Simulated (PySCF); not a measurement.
## Correlation energy of Ga⁺ (gallium, charge +1)

[Ar] 3d10 4s2, closed-shell 1S. All numbers are calculated (PySCF 2.14, scalar relativity by spin-free X2C-1e, in cc-pVTZ-DK). Frozen: [Ar] 3d10; 2 electrons correlated.

Total MP2 correlation energy: -25.82 mhartree.

Same-spin part 0.00 and opposite-spin part -25.82 mhartree; SCS-MP2 scales them by 1/3 and 6/5 to -30.98 mhartree.

With two correlated electrons CCSD is exact within the correlated space (frozen core and kept virtual orbitals).

```json
{"level": "CCSD", "correlation energy (mhartree)": "-36.44"}
```

Diagnostics: T1 = 0.0064, D1 = 0.0090, largest double amplitude 0.096.

Cost of the coupled-cluster step: 0.29 s of wall time on 1 thread of Neoverse-V1 (shared host), for 2 correlated electrons.
